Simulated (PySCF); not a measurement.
Si(Cl)3(NH2) (Cl3H2NSi), SMILES Cl[Si](Cl)(N)Cl.

The structure is a stationary point at B3LYP-D3(BJ)/def2-SVP. Other conformers were not sampled.

All values below come from B3LYP/def2-TZVP run with PySCF.

Symmetry labels are those of the subgroup Cs that the program uses (full group Cs).

Computed valence orbital energies around the gap with their symmetry:
| orbital | symmetry | energy (eV) |
|---|---|---|
| HOMO−7 | A" | -11.53 |
| HOMO−6 | A' | -9.77 |
| HOMO−5 | A" | -9.75 |
| HOMO−4 | A' | -9.70 |
| HOMO−3 | A' | -9.28 |
| HOMO−2 | A" | -9.22 |
| HOMO−1 | A" | -8.81 |
| HOMO | A' | -8.08 |
| LUMO | A' | -0.38 |
| LUMO+1 | A' | 0.38 |
| LUMO+2 | A" | 0.73 |
| LUMO+3 | A' | 1.35 |
